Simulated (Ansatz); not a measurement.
Two isomers of C2H7BFNSi: A = `B[SiH](F)CC=N`, B = `B/C=C\[SiH](N)F`.

Calculated with Ansatz (gas phase, PBE0-D4/def2-TZVP geometries, no zero-point term in ΔE). CCSD(T)/CBS adds triple-zeta CCSD(T) − MP2 to the extrapolated MP2 energy (def2 sets, frozen cores). Functionals use def2-TZVPP. B3LYP here is the variant with VWN-RPA as its local correlation; programs differ in this. Each species was taken in one conformer, which may not be the lowest.

Problem. Which is lower in electronic energy at CCSD(T)/CBS, and by how much? (Estimate.)

Solution. Ansatz gave: B, by 35.9 kcal/mol.

Problem. Give E(B) − E(A) in kcal/mol with B3LYP, HF/def2-TZVPP, B3LYP-D4, PBE-D4, ωB97M-V, CCSD/def2-TZVPP, PBE0-D4. (Estimate.)

Solution. Ansatz gave: B3LYP -34.2, HF/def2-TZVPP -35.4, B3LYP-D4 -35.0, PBE-D4 -31.3, ωB97M-V -35.8, CCSD/def2-TZVPP -34.4, PBE0-D4 -32.8. None reverses the order clearly.

Largest T1 diagnostic: 0.012.

From PBE to PBE0 (25 % exact exchange), in def2-TZVPP and without D4, E(B) − E(A) moves by −1.6 kcal/mol. The D4 term adds −0.8 kcal/mol with B3LYP and −0.4 kcal/mol with PBE0; it sums over pairs of atoms, weighted by their polarisabilities, and B3LYP, whose exchange is more repulsive, gets the larger term.
